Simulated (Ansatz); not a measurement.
Gas-phase electronic energies from Ansatz, PBE0-D4/def2-TZVP geometries. CCSD(T)/CBS adds triple-zeta CCSD(T) − MP2 to the extrapolated MP2 energy (def2 sets, frozen cores). DFT in def2-TZVPP. Elements past krypton have def2 core potentials. For Ge, I outer-core shells are correlated without core-valence functions, which leaves a few kJ/mol of doubt a bond. Scalar relativity is left out up to krypton.

Reaction (cleavage of the Ge–Ge bond): `[Cl][GeH2][GeH3]` + HI → `[Cl][GeH2][I]` + GeH₄

`[Cl][GeH2][GeH3]`:

Cartesian coordinates in Å:
```
Cl -2.202 -0.748 -1.310
Ge -1.016 0.581 -0.077
Ge 1.152 -0.461 0.200
H -0.963 1.923 -0.825
H -1.792 0.747 1.240
H 0.972 -1.822 0.886
H 2.052 0.435 1.066
H 1.797 -0.654 -1.179
```

HI:

```xyz
2

I     0.683   -0.021    0.425
H    -0.683    0.021   -0.425
```

`[Cl][GeH2][I]`:

Z-matrix (Å, degrees):
```
Ge
Cl 1 2.145
I 1 2.499 2 109.2
H 1 1.530 2 107.6 3 118.0
H 1 1.530 2 107.6 3 -118.0
```

GeH₄:

```xyz
5

Ge    0.000    0.000    0.000
H     0.384   -1.427   -0.411
H     1.250    0.745    0.485
H    -1.034   -0.054    1.132
H    -0.599    0.736   -1.205
```

| species | PBE-D4 energy (Eh) |
| --- | --- |
| `[Cl][GeH2][GeH3]` | -4616.44161 |
| HI | -298.29177 |
| `[Cl][GeH2][I]` | -2835.69099 |
| GeH₄ | -2079.06008 |

(1) Work out ΔE.

Largest T1 diagnostic among the species: 0.012.

Results:

(1) ΔE = (-2835.69099) + (-2079.06008) − (-4616.44161) − (-298.29177) = -0.01769 Eh = -46.4 kJ/mol. CCSD(T)/CBS gives -50.8 kJ/mol.

In def2-TZVPP, CCSD(T) changes the Hartree–Fock value by +16.4 kJ/mol (the triples alone add −0.2 kJ/mol) and MP2 by +8.4 kJ/mol. Leaving LDA and LC-ωPBE aside and taking each functional with its dispersion term where it has one, the values, not all of them listed here, spread over 8.5 kJ/mol, from BHLYP-D4 to PBE-D4. From BLYP to BHLYP (50 % exact exchange), in def2-TZVPP and without D4, ΔE moves by −6.9 kJ/mol.
